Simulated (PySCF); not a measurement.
Precursor series Y F-NH2. All species are isolated molecules in the gas phase. One relaxed conformer stands for each flexible species; it need not be the lowest.

The numbers are results of B3LYP-D3(BJ)/def2-TZVP // r2SCAN-D4/def2-SVP (PySCF), not measurements. All candidates: neutral, multiplicity 1. B3LYP has the VWN-RPA correlation part, as in Gaussian. 

```
Item             Result
-------------  --------
HOMO–LUMO gap   4.65 eV
HOMO           -6.48 eV
LUMO           -1.83 eV
```

Q: Identify which member has these values.
A. [Y(F)2(NH2)]
B. [Y(F)(NH2)2]
C. [Y(F)3]

A: B, [Y(F)(NH2)2]. The others give [Y(F)2(NH2)]: 4.67 eV, -6.94 eV, -2.26 eV; [Y(F)3]: 7.45 eV, -10.24 eV, -2.79 eV
